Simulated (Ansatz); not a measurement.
Cost and result up the ladder for SbMe2I (C2H6ISb) (10 atoms). The state is a singlet with charge 0. Geometry: B3LYP-D4/def2-SVP.

```xyz
10

Sb    1.2164    0.2192    0.5118
C    -0.6948   -0.3020    1.4432
H    -1.5213    0.1340    0.8657
H    -0.7192    0.0797    2.4733
H    -0.7871   -1.3997    1.4587
C     0.5487   -0.3406   -1.4963
H     1.2656    0.0335   -2.2403
H    -0.4449    0.0855   -1.6908
H     0.5029   -1.4397   -1.5547
I     0.6337    2.9301    0.2292
```

Ansatz on 2 threads of Arm Neoverse V2 on a shared host. Times are rough, and most runs start from the orbitals of an earlier one. ωB97X-V/def2-TZVP serves as the yardstick here, not as an exact answer. Differences are given only for rows in sets of like size (and for xTB, whose basis is part of the method), since another set adds its own error. Binding counts from free atoms at the same level (Sb quartet, C triplet, H doublet, I doublet; other spins of the atoms weren't run), without zero-point energy or a counterpoise term.

In the def2 sets I, Sb take a core potential; there is no spin–orbit coupling. B3LYP takes the VWN-RPA correlation. Correlated methods freeze 10 core orbitals; core or outer-core shells of Sb, I are correlated, in sets that lack core-valence functions. The rows differ in basis, and correlated rows in double-zeta sets carry the largest basis error.

Correlated methods converge slowly with the basis, most of all in double-zeta sets.

```csv
level,functions,wall time,binding energy per atom (eV),difference from ωB97X-V/def2-TZVP (eV)
PBE-D4/def2-SVP,110,1.4 s,3.47,–
PBE0-D4/def2-SVP,110,2.6 s,3.41,–
PBE-D4/def2-TZVP,198,3.2 s,3.47,0.05
PBE-D4/def2-TZVPD,243,4.5 s,3.47,0.05
HF/def2-TZVP,198,4.7 s,2.46,-0.96
B3LYP-D4/def2-TZVP,198,4.8 s,3.42,0.00
PBE0-D4/def2-TZVP,198,5.5 s,3.42,0.00
CAM-B3LYP-D4/def2-TZVP,198,5.5 s,3.41,-0.01
MP2/def2-TZVP,198,5.5 s,3.29,-0.13
r2SCAN-D4/def2-TZVP,198,7 s,3.41,-0.01
PBE0-D4/def2-TZVPD,243,7.5 s,3.42,0.00
r2SCAN-D4/def2-TZVPD,243,9.5 s,3.41,-0.01
ωB97X-V/def2-TZVP,198,14 s,3.42,0.00
CCSD(T)/def2-SVP,110,23 s,3.19,–
```
